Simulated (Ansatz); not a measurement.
A structure drawn as `N[AsH2]`, with this starting geometry:

Cartesian coordinates in Å:
```
N -0.606 -0.724 0.384
As 0.591 0.808 0.560
H -0.893 -0.742 -0.532
H -0.014 -1.521 0.554
H -0.427 1.747 -0.202
H 1.348 0.433 -0.764
```

The species carries charge 0 and has multiplicity 1.

Task: Relax it with Ansatz at PBE-D4/def2-SVP and then PBE0-D4/def2-TZVP. Is the drawn bonding still there?

Result: Yes, every drawn bond is still there and no new one forms.

Task: Give the relaxed structure. (An estimate is asked.)

Result: Computed: 
Z-matrix (Å, degrees):
```
N
As 1 1.854
H 1 1.010 2 114.8
H 1 1.011 2 110.5 3 123.6
H 2 1.536 1 101.2 3 -27.8
H 2 1.524 1 95.5 3 64.6
```
All modes are real.

Atoms count as bonded under 1.1 times the sum of their covalent radii (H–H under 0.85 Å, pairs among N, O and F under 1.55 Å), and a drawn bond as lost past 1.3 times.
